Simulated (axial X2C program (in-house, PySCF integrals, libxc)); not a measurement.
# Outer orbitals of SnF⁻ at 2.041 Å, PBEsol

All values were computed with an axial X2C code built on PySCF integrals. Spin-free means the one-electron spin-free X2C Hamiltonian; two-component (2c) means X2C with spin–orbit coupling and atomic mean-field two-electron Coulomb and Gaunt terms, so the difference of the two also holds small scalar two-electron terms. Basis: Sn dyall-acv3z [12s13p10d5f1g], F dyall-av3z [7s6p3d2f] (cores contracted in-house); Gaussian nuclei, density fitting, unrestricted open shells. Masses: Sn 119.902 u, F 18.998 u.

The distance is close to the 2c PBE0 minimum; the highest filled and lowest empty levels are listed.

Spin-free orbitals, state M_S = 1, Λ = 0 (beyond evenly filled blocks: π+α, π-α) (Löwdin shares):

```tsv
symmetry	occupied	ε (eV)	atomic character
π-α	yes	-20.01	100% Sn d
π+α	yes	-20.01	100% Sn d
δ-α	yes	-20.00	100% Sn d
δ+α	yes	-20.00	100% Sn d
π-β	yes	-19.92	100% Sn d
π+β	yes	-19.92	100% Sn d
δ+β	yes	-19.84	100% Sn d
δ-β	yes	-19.84	100% Sn d
σα	yes	-19.70	86% Sn d, 12% F s
σβ	yes	-19.62	85% Sn d, 13% F s
σα	yes	-6.12	50% Sn s, 45% F p, 3% F s
σβ	yes	-5.59	56% F p, 39% Sn s, 2% F s
π-α	yes	-3.31	91% F p, 4% Sn p, 2% Sn f
π+α	yes	-3.31	91% F p, 4% Sn p, 2% Sn f
π+β	yes	-3.15	92% F p, 3% Sn p, 2% Sn f
π-β	yes	-3.15	92% F p, 3% Sn p, 2% Sn f
σα	yes	-3.00	49% F p, 31% Sn s, 16% Sn p
σβ	yes	-2.53	42% Sn s, 39% F p, 15% Sn p
π+α	yes	1.14	86% Sn p, 8% F p, 3% Sn d
π-α	yes	1.14	86% Sn p, 8% F p, 3% Sn d
π+β	no	2.33	88% Sn p, 8% F p, 3% Sn d
π-β	no	2.33	88% Sn p, 8% F p, 3% Sn d
σα	no	2.40	84% Sn p, 8% Sn s, 3% Sn d
π-α	no	2.79	99% Sn p
π+α	no	2.79	99% Sn p
```

The highest filled level is positive, so this functional does not bind it, and the empty levels of an anion are set by the basis.

Spinors with spin–orbit coupling (state Ω = 1):

```json
{"ω": "-3/2", "occupied": "yes", "ε (eV)": "-20.58", "atomic character": "100% Sn d", "λ mixture": "83% δ, 17% π"}
{"ω": "3/2", "occupied": "yes", "ε (eV)": "-20.48", "atomic character": "100% Sn d", "λ mixture": "74% δ, 26% π"}
{"ω": "-1/2", "occupied": "yes", "ε (eV)": "-20.44", "atomic character": "93% Sn d, 6% F s", "λ mixture": "76% π, 24% σ"}
{"ω": "1/2", "occupied": "yes", "ε (eV)": "-20.40", "atomic character": "92% Sn d, 6% F s", "λ mixture": "70% π, 30% σ"}
{"ω": "5/2", "occupied": "yes", "ε (eV)": "-19.62", "atomic character": "100% Sn d", "λ mixture": "100% δ"}
{"ω": "3/2", "occupied": "yes", "ε (eV)": "-19.59", "atomic character": "100% Sn d", "λ mixture": "74% π, 26% δ"}
{"ω": "-3/2", "occupied": "yes", "ε (eV)": "-19.55", "atomic character": "100% Sn d", "λ mixture": "83% π, 17% δ"}
{"ω": "-5/2", "occupied": "yes", "ε (eV)": "-19.45", "atomic character": "100% Sn d", "λ mixture": "100% δ"}
{"ω": "1/2", "occupied": "yes", "ε (eV)": "-19.42", "atomic character": "91% Sn d, 7% F s", "λ mixture": "70% σ, 30% π"}
{"ω": "-1/2", "occupied": "yes", "ε (eV)": "-19.38", "atomic character": "90% Sn d, 8% F s", "λ mixture": "77% σ, 23% π"}
{"ω": "1/2", "occupied": "yes", "ε (eV)": "-6.12", "atomic character": "50% Sn s, 45% F p, 3% F s", "λ mixture": "100% σ"}
{"ω": "-1/2", "occupied": "yes", "ε (eV)": "-5.60", "atomic character": "56% F p, 39% Sn s, 2% F s", "λ mixture": "100% σ"}
{"ω": "-1/2", "occupied": "yes", "ε (eV)": "-3.34", "atomic character": "91% F p, 5% Sn p, 2% Sn f", "λ mixture": "100% π"}
{"ω": "3/2", "occupied": "yes", "ε (eV)": "-3.29", "atomic character": "91% F p, 4% Sn p, 2% Sn f", "λ mixture": "100% π"}
{"ω": "1/2", "occupied": "yes", "ε (eV)": "-3.17", "atomic character": "92% F p, 3% Sn p, 2% Sn f", "λ mixture": "100% π"}
{"ω": "-3/2", "occupied": "yes", "ε (eV)": "-3.13", "atomic character": "92% F p, 3% Sn p, 2% Sn f", "λ mixture": "100% π"}
{"ω": "1/2", "occupied": "yes", "ε (eV)": "-3.00", "atomic character": "49% F p, 31% Sn s, 16% Sn p", "λ mixture": "100% σ"}
{"ω": "-1/2", "occupied": "yes", "ε (eV)": "-2.53", "atomic character": "42% Sn s, 39% F p, 15% Sn p", "λ mixture": "100% σ"}
{"ω": "-1/2", "occupied": "yes", "ε (eV)": "1.03", "atomic character": "86% Sn p, 8% F p, 3% Sn d", "λ mixture": "100% π"}
{"ω": "3/2", "occupied": "yes", "ε (eV)": "1.24", "atomic character": "86% Sn p, 8% F p, 3% Sn d", "λ mixture": "100% π"}
{"ω": "1/2", "occupied": "no", "ε (eV)": "2.21", "atomic character": "87% Sn p, 8% F p, 3% Sn d", "λ mixture": "94% π, 6% σ"}
{"ω": "1/2", "occupied": "no", "ε (eV)": "2.41", "atomic character": "84% Sn p, 9% Sn s, 3% Sn d", "λ mixture": "95% σ, 5% π"}
{"ω": "-3/2", "occupied": "no", "ε (eV)": "2.42", "atomic character": "88% Sn p, 8% F p, 3% Sn d", "λ mixture": "100% π"}
{"ω": "-1/2", "occupied": "no", "ε (eV)": "2.76", "atomic character": "99% Sn p", "λ mixture": "96% π, 4% σ"}
```

The highest filled level is positive, so this functional does not bind it, and the empty levels of an anion are set by the basis.

Q: How does the gap between the highest filled and lowest empty level change from the spin-free to the 2c table?

A: From 1.19 to 0.97 eV at PBEsol, a change of -0.22 eV.

Mulliken charges and populations of the two-component result (they depend on the basis, above all on diffuse functions):

Sn -0.35 e (s 9.97 p 20.30 d 20.05 f 0.03), F -0.65 e (s 4.01 p 5.63 d 0.01). ⟨Lz⟩ = 0.00 ħ and ⟨Sz⟩ = 1.00 ħ (1.01 and -0.01 on the two atoms), which add up to Ω.

Occupations by symmetry block were frozen at the best pattern of an incomplete PBE0 search. Density functionals use the spin component along the axis (collinear). Other states lie close and PBE0, whose exact exchange favours high spin, may order them wrongly; the determinant shown need not be the ground state. The nearest other spin-free determinant of the search, M_S = 0, Λ = 2, lies 0.62 eV up at the distance of the search. With several unpaired electrons one determinant need not be a pure state. Open-shell Ω = 0 determinants with evenly filled partner blocks cannot be reached by this program, so the Ω shown need not be the lowest component. This is the Ω = 1 component of a π² triplet; the 0⁺ component is not one determinant and can lie lowest. The highest occupied level of some functionals is positive through self-interaction error; at Hartree–Fock it is bound.
